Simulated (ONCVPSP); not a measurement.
# Varying the ONCV potential for samarium (Sm)

Base potential:

samarium, optimised norm-conserving Vanderbilt (ONCV), made with ONCVPSP 4.0.1 (PBEsol, scalar-relativistic). Core [Kr] 4d10, reference 4f6 5s2 5p6 6s2. Waves: 5s+6s: rc 2.70 bohr, ncon 4, nbas 8, qcut 5.7 1/bohr, 2 projectors; 5p: rc 2.75 bohr, ncon 4, nbas 8, qcut 4.8 1/bohr, 2 projectors, debl 2 Ha; d scattering state at 0.23 Ha: rc 2.90 bohr, ncon 4, nbas 7, qcut 3.4 1/bohr, 2 projectors, debl 3.3 Ha; 4f: rc 1.55 bohr, ncon 4, nbas 9, qcut 12.2 1/bohr, 1 projector. Local part: polynomial inside 1.20 bohr (lpopt 5, dvloc0 2 Ha). Core correction: Teter function, fcfact 5.5, rcfact 1.1.

In the d channel the program set the typed energies aside and used 0.050, 3.350 Ha.

All-electron outer shells of the reference configuration (PBEsol, scalar-relativistic, ld1.x):

| shell | level (eV) | outermost node (bohr) | outermost maximum (bohr) |
| --- | --- | --- | --- |
| 5s | -43.30 | 0.69 | 1.27 |
| 5p | -23.25 | 0.74 | 1.43 |
| 6s | -3.60 | 1.70 | 3.66 |
| 4f | -2.51 | – | 0.61 |

Cutoffs, loose and tight: the cutoffs (Ha) at which the residual kinetic energy of the hardest occupied pseudo-wave falls to 1 and 0.1 mHa per electron. They do not see the model core or the augmentation charge, which bear on the density cutoff. Test errors are all-electron minus pseudo excitation energies from the reference, over the configurations 4f6 5s2 5p6 6s1; 4f6 5s2 5p6 6s0; 4f5 5s2 5p6 6s0; 4f6 5s2 5p6 6s1.5. A dash means not determined; rows that change the core or the reference have their own tests.

A true bound ghost makes a file unfit for plane-wave use even where its test errors are small: the radial tests pick states by their node count and pass the ghost by.

```tsv
change	outcome	cutoff, loose	cutoff, tight	bound ghosts	GHOST(+) flags above zero	largest test error (meV)
base	generated, projector energies reset by the program	58 Ha	65 Ha	s	p, d	tests left out (the all-electron energies of this program are off by 10 to 40 meV for near-neutral 4f atoms)
f: nproj 0; local potential the f channel	generated, projector energies reset by the program	58 Ha	65 Ha	s, p	d	tests left out (the all-electron energies of this program are off by 10 to 40 meV for near-neutral 4f atoms)
s: rc 2.34	generated, projector energies reset by the program	58 Ha	65 Ha	none	s, p, d	tests left out (the all-electron energies of this program are off by 10 to 40 meV for near-neutral 4f atoms)
core [Kr] 4d10 5s2, valence charge 14; reference 4f6 5p6 6s1 6p1; waves now 6s: rc 3.05 bohr, ncon 5, nbas 10, qcut 2.7 1/bohr, 2 projectors, debl 2.6 Ha; 5p+6p: rc 0.75 bohr, ncon 4, nbas 8, qcut 23.4 1/bohr, 2 projectors; d scattering state at 0.27 Ha: rc 3.20 bohr, ncon 3, nbas 5, qcut 2.9 1/bohr, 1 projector; 4f: rc 1.10 bohr, ncon 4, nbas 8, qcut 17.8 1/bohr, 3 projectors, debl 2.4 Ha; local potential polynomial inside 0.65 bohr (lpopt 5, dvloc0 0 Ha)	failed: ERROR pspot: first pseudo wave function has node, program will stop	–	–	–	–	–
all radii but the core radius scaled by about 1.28 (s 3.46, p 3.54, d 3.72, f 2.00 bohr); local potential polynomial inside 1.54 bohr (lpopt 5, dvloc0 2 Ha)	failed: ERROR pspot: first pseudo wave function has node, program will stop	–	–	–	–	–
functional LDA (Perdew-Wang 92)	generated, projector energies reset by the program	59 Ha	66 Ha	s	p, d	tests left out (the all-electron energies of this program are off by 10 to 40 meV for near-neutral 4f atoms)
core correction Teter function, fcfact 2.25, rcfact 1.25	generated, projector energies reset by the program	58 Ha	65 Ha	s	p, d	tests left out (the all-electron energies of this program are off by 10 to 40 meV for near-neutral 4f atoms)
```
